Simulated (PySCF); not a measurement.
## Substituent chemical shifts

Parent skeleton `[CH2:1]1[CH2:2][CH2:3][O:4][CH2:5]1`; one hydrogen on atom 1 is replaced by X. Hydrogens on one atom are averaged.

Theoretical values (PySCF 2.14): σ from GIAO-PBE0/pcSseg-1, geometry: GFN2-xTB. In vacuum, relativity neglected, single conformer.

δ = σ(ref) − σ, references computed at the same level: 13C, 1H against TMS; 17O against H2O.

Parent (X = H): C1 30.2, C2 30.2, C3 72.5, O4 40.5, C5 72.5, H(C1) 1.79, H(C2) 1.79, H(C3) 4.06, H(C5) 4.06 ppm. Effects are Δδ = δ(X) − δ(H), positive for deshielding.

Question: Give Δδ (ppm) for X = CH2Cl, Cl, cPr.

Answer: 
```tsv
X	SMILES	C1	C2	C3	O4	C5	H(C1)	H(C2)	H(C3)	H(C5)
CH2Cl	ClC[C@H]1CCOC1	+17.4	+1.3	-1.6	+17.0	+2.9	+0.46	+0.21	-0.03	-0.40
Cl	Cl[C@@H]1CCOC1	+30.4	+12.4	-1.9	+33.5	+10.2	+2.46	+0.34	-0.07	+0.15
cPr	C1C[C@@H](C2CC2)CO1	+19.3	+4.6	-1.0	+20.8	+5.5	-0.79	+0.12	-0.06	-0.20
```

Question: Which position responds most, and to which substituents?

Answer: H(C1): from -0.79 ppm with cPr to +2.46 ppm with Cl.

Experimental scales use liquid or dissolved standards, which lie at an offset from isolated H2O (liquid H2O: subtract about 36 ppm).
